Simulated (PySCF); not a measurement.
# Electron correlation in Hf (hafnium, neutral)

[Xe] 4f14 5d2 6s2, high-spin 3F determinant. Computed with PySCF 2.14 in aug-cc-pVTZ-PP with ECP60MDF, with a scalar-relativistic core potential. Frozen: 5s2 5p6; 4 electrons correlated.

| level | correlation energy (mhartree) |
| --- | --- |
| CCSD | -62.96 |
| (T) | -3.48 |
| CCSD(T) | -66.44 |

Diagnostics: T1 = 0.027, D1 = 0.0658, largest double amplitude 0.047.

Spin-orbit coupling, absent here, splits the open shell strongly.

Cost of the coupled-cluster step: of the order of 19 core-seconds, for 4 correlated electrons.

Iterations:

```
CC2 = 0
CCSD nocc = (np.int64(3), np.int64(1)), nmo = (84, 84)
frozen orbitals [[0, 1, 2, 3], [0, 1, 2, 3]]
max_cycle = 100
direct = 0
conv_tol = 1e-08
conv_tol_normt = 1e-06
diis_space = 8
diis_start_cycle = 0
Init t2, MP2 energy = -0.0503491081032821
Init E_corr(UCCSD) = -0.0503491081103845
cycle = 1  E_corr(UCCSD) = -0.0574182085994997  dE = -0.00706910049  norm(t1,t2) = 0.0671385
cycle = 2  E_corr(UCCSD) = -0.0602278288169646  dE = -0.00280962022  norm(t1,t2) = 0.0335315
cycle = 3  E_corr(UCCSD) = -0.062820511195786  dE = -0.00259268238  norm(t1,t2) = 0.0189237
cycle = 4  E_corr(UCCSD) = -0.0628866060238414  dE = -6.60948281e-05  norm(t1,t2) = 0.00426702
cycle = 5  E_corr(UCCSD) = -0.0629522288505489  dE = -6.56228267e-05  norm(t1,t2) = 0.00171571
cycle = 6  E_corr(UCCSD) = -0.0629607571165003  dE = -8.52826595e-06  norm(t1,t2) = 0.000801138
cycle = 7  E_corr(UCCSD) = -0.0629567700457911  dE = 3.98707071e-06  norm(t1,t2) = 0.000328903
cycle = 8  E_corr(UCCSD) = -0.0629612711461466  dE = -4.50110036e-06  norm(t1,t2) = 7.21568e-05
cycle = 9  E_corr(UCCSD) = -0.0629603018956744  dE = 9.69250472e-07  norm(t1,t2) = 2.54396e-05
cycle = 10  E_corr(UCCSD) = -0.0629601167069479  dE = 1.85188727e-07  norm(t1,t2) = 1.08004e-05
cycle = 11  E_corr(UCCSD) = -0.0629601276695581  dE = -1.09626103e-08  norm(t1,t2) = 4.71134e-06
cycle = 12  E_corr(UCCSD) = -0.0629601710231938  dE = -4.33536356e-08  norm(t1,t2) = 1.69622e-06
cycle = 13  E_corr(UCCSD) = -0.06296015802426  dE = 1.29989338e-08  norm(t1,t2) = 6.79178e-07
cycle = 14  E_corr(UCCSD) = -0.0629601540760766  dE = 3.94818335e-09  norm(t1,t2) = 2.28612e-07
UCCSD converged
E(UCCSD) = -48.01163951585141  E_corr = -0.06296015407607662
UCCSD(T) correction = -0.00348005521528126
```
